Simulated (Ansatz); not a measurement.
A set of 12 reactions (silylene extrusion), with CCSD(T)/CBS values in kJ/mol:

```
                                                                            reaction     ΔE
                                                  `C[Si](O)(F)Cl` → `CCl` + `O[Si]F`  330.5
                                                 `O[SiH](F)[SiH3]` → `O[Si]F` + SiH₄  124.2
                                                      `CO[SiH2]N` → CH₃OH + `N[SiH]`  269.5
                                                `[SiH3]C1=CC1` → `C1=CC1` + `[SiH2]`  261.3
                                                 `C[SiH2]C(F)Br` → `FCBr` + `C[SiH]`  225.7
                                                  `C=C[SiH](C)S` → `C=CS` + `C[SiH]`  344.4
                                                  `C[Si](F)(S)Cl` → `CF` + `S[Si]Cl`  387.0
                                         `C[SiH](O)[GaH2]` → `[OH][GaH2]` + `C[SiH]`  255.2
                                                  `C[Si](O)(F)Cl` → `C[Si]Cl` + `OF`  885.3
`[SiH3][GeH2][SiH2][GeH2][SiH2][GeH3]` → `[SiH3][GeH2][SiH2][GeH2][GeH3]` + `[SiH2]`  248.0
                                                    `O[SiH](F)CS` → `O[SiH]` + `FCS`  430.3
                                          `[SiH3]C(Cl)[TeH]` → `[SiH2]` + `ClC[TeH]`  241.2
```

Program: Ansatz. Geometries: PBE0-D4/def2-TZVP. ΔE: electronic, gas phase. CCSD(T)/CBS adds triple-zeta CCSD(T) − MP2 to the extrapolated MP2 energy (def2 sets, frozen cores). Small cases extrapolate CCSD(T) itself. DFT in def2-TZVPP. B3LYP here is the variant with VWN-RPA as its local correlation; programs differ in this. Elements past krypton have def2 core potentials. For Br, Ga, Ge, Te outer-core shells are correlated without core-valence functions, which leaves a few kJ/mol of doubt a bond. Scalar relativity is left out up to krypton. One conformer a species, not always the lowest.

**Question.** Give the mean, mean absolute and largest difference (level minus CCSD(T)/CBS, kJ/mol) for: PBE-D4, r2SCAN-D4, PBE0-D4, B3LYP-D4, ωB97M-V, B2PLYP, B3LYP, HF/def2-TZVPP, SCS-MP2/def2-TZVPP, CCSD/def2-TZVPP, CCSD(T)/def2-TZVPP, HF/def2-QZVPP, SCS-MP2/def2-QZVPP, MP2/CBS(def2). (Best estimate.)

**Answer.** Computed: 
```csv
level,mean,mean absolute,largest
PBE-D4,-11.8,15.5,-61.3
r2SCAN-D4,13.2,13.4,22.5
PBE0-D4,4.2,10.0,19.3
B3LYP-D4,-11.6,11.6,-30.4
ωB97M-V,-9.4,9.4,-18.4
B2PLYP,-11.4,11.4,-16.0
B3LYP,-27.4,27.4,-42.4
HF/def2-TZVPP,-13.8,18.3,-38.4
SCS-MP2/def2-TZVPP,-0.8,3.2,8.1
CCSD/def2-TZVPP,-9.9,9.9,-15.9
CCSD(T)/def2-TZVPP,-8.2,8.2,-13.7
HF/def2-QZVPP,-13.0,18.4,-38.8
SCS-MP2/def2-QZVPP,4.4,5.4,18.5
MP2/CBS(def2),21.0,21.0,45.3
```

The largest T1 diagnostic in the set is 0.016, for `O[SiH]` (customary mark 0.02).

CCSD(T)/CBS is a level of theory with its own doubt, and the functionals carry their triple-zeta basis error, so these figures describe this set and don't rank the functionals.
